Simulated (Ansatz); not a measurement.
## Which isomer of CH3Cl3Si gives these data?

These gas-phase data were calculated for one isomer of CH3Cl3Si at BLYP-D3(BJ)/def2-SVP (harmonic, unscaled wavenumbers; equilibrium rotational constants with average atomic masses):

- rotational constants: 1.676, 1.675, 1.238 GHz
- all wavenumbers above 1500 cm⁻¹: 3065, 3065, 2968
- dipole moment: 2.09 D (PBE0/def2-TZVPD)

Candidates:

(1) `C[Si](Cl)(Cl)Cl`, a singlet
(2) `ClC[SiH](Cl)Cl`, a singlet

Q: Which candidate do the data belong to?

A: Candidate (1). No mode falls between 2000 and 2380 cm⁻¹, where the Si–H stretch of (2) would stand.

The same quantities for all candidates:

|  | rotational constants (GHz) | wavenumbers above 1500 cm⁻¹ | dipole (D) | E above the lowest, BLYP-D3(BJ)/def2-SVP (kcal/mol) |
| --- | --- | --- | --- | --- |
| (1) | 1.676, 1.675, 1.238 | 3065, 3065, 2968 | 2.09 | 0.0 |
| (2) | 2.498, 1.121, 0.8131 | 3065, 2996, 2227 | 1.31 | 41.0 |

Harmonic stretches to hydrogen usually lie a few per cent above observed fundamentals. Each candidate is one conformer. Programs: Ansatz 0.2.0.
